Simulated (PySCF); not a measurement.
Match the calculated data to a structure.

All candidates are C4H10F3NSi2.

* 1H NMR: chemical shifts (computed TMS as zero) by class: 4.75 (2 H), 4.71 (3 H), 3.05 (2 H), 2.68 (3 H) ppm [GIAO PBE0/pcSseg-1]
* NMR, other nuclei: isotropic shieldings of nuclei other than C and H, by class: 262 (1 N), 254 (1 F), 287 (1 F), 389 (1 F), 392 (1 Si), 403 (1 Si) ppm [GIAO PBE0/pcSseg-1]
* 13C NMR: chemical shifts (computed TMS as zero) by class: 173.2 (1 C), 135.4 (1 C), 42.7 (1 C), 42.3 (1 C) ppm [GIAO PBE0/pcSseg-1]
* Dipole: 2.06 D [PBE0/pcSseg-1]
* Rotational structure: rotational constants A, B, C: 1.829, 0.367, 0.354 GHz [GFN2-xTB]

Electronic properties: PySCF, gas phase, density fitting. Levels stand in brackets. The structure is a single GFN2-xTB conformer in the gas phase; no vibrational or solvent corrections. NMR values are class means; diastereotopic atoms form classes of their own.

Question: Which candidate is it?
A. `FC(F)(F)[Si@@]1(C[SiH3])CCN1`
B. `CN([SiH3])C[SiH2]C(F)=C(F)F`
C. `FC(F)(F)CN1[SiH2]CC[SiH2]1`
D. `C=C[Si@@H](NC[SiH3])C(F)(F)F`

Answer: B. It is `CN([SiH3])C[SiH2]C(F)=C(F)F`. Numbering: `[CH3:1][N:2]([SiH3:3])[CH2:4][SiH2:5][C:6]([F:7])=[C:8]([F:9])[F:10]`. Its formula, C4H10F3NSi2, gives 1 degree of unsaturation: 0 rings and 1 π bond in the structure found. 4 carbons fall into 4 classes; from least to most shielded: =CF2 carbon [C8] (173.2 ppm), vinylic C–F carbon [C6] (135.4 ppm), sp3 carbon bound to nitrogen [C4] (42.7 ppm), N-methyl carbon [C1] (42.3 ppm). Hydrogen classes from least to most shielded: 2 H on an SiH2 silicon, Si5 (4.75 ppm), 3 H on an SiH3 silicon, Si3 (4.71 ppm), 2 H on an sp3 carbon bound to nitrogen, C4 (3.05 ppm), 3 H on an N-methyl carbon, C1 (2.68 ppm). The other shieldings belong to: 262 ppm, silicon-bound nitrogen [N2]; 254 ppm, vinyl fluorine [F10]; 287 ppm, vinyl fluorine [F9]; 389 ppm, vinyl fluorine [F7]; 392 ppm, SiH3 silicon [Si3]; 403 ppm, SiH2 silicon [Si5]. The optimised geometry has point group C1 and is an asymmetric top.

The others, at the same levels:
- `FC(F)(F)CN1[SiH2]CC[SiH2]1` fails: it has 3 carbon classes against 4; its computed 13C shifts are 136.4 (1 C), 51.9 (1 C), 8.8 (2 C) ppm, 1H shifts are 4.96 (4 H), 3.56 (2 H), 1.23 (4 H) ppm and smallest rotational constant is 0.543 GHz (against 0.354 GHz).
- `C=C[Si@@H](NC[SiH3])C(F)(F)F` fails: its computed 13C shifts are 148.8 (1 C), 139.6 (1 C), 138.3 (1 C), 26.2 (1 C) ppm, 1H shifts are 6.81 (1 H), 6.61 (1 H), 6.36 (1 H), 5.12 (1 H), 3.80 (3 H), 2.87 (1 H), 2.67 (1 H), 0.39 (1 H) ppm and rotational constant A is 1.247 GHz (against 1.829 GHz).
- `FC(F)(F)[Si@@]1(C[SiH3])CCN1` fails: its computed 13C shifts are 137.1 (1 C), 46.4 (1 C), 17.5 (1 C), -4.2 (1 C) ppm, 1H shifts are 3.97 (3 H), 3.79 (1 H), 3.78 (1 H), 2.02 (1 H), 1.51 (1 H), 0.72 (1 H), 0.46 (1 H), 0.11 (1 H) ppm and rotational constant A is 1.052 GHz (against 1.829 GHz).

Each candidate is one conformer, not necessarily the lowest. The conformers computed, where there is a choice (atom-mapped SMILES and torsion angles):
- `[CH3:1][N:2]([SiH3:3])[CH2:4][SiH2:5][C:6]([F:7])=[C:8]([F:9])[F:10]`: C1–N2–C4–Si5 -66°, N2–C4–Si5–C6 -161°, C4–Si5–C6–F7 -57°
- `[CH2:1]=[CH:2][Si@@H:3]([NH:4][CH2:5][SiH3:6])[C:7]([F:8])([F:9])[F:10]`: C1–C2–Si3–N4 107°, C2–Si3–N4–C5 -60°, Si3–N4–C5–Si6 -92°, C2–Si3–C7–F8 -42°
- `[F:1][C:2]([F:3])([F:4])[Si@@:5]1([CH2:6][SiH3:7])[CH2:8][CH2:9][NH:10]1`: F1–C2–Si5–C6 -75°, C2–Si5–C6–Si7 63°

The conformers of `FC(F)(F)CN1[SiH2]CC[SiH2]1` aren't listed.
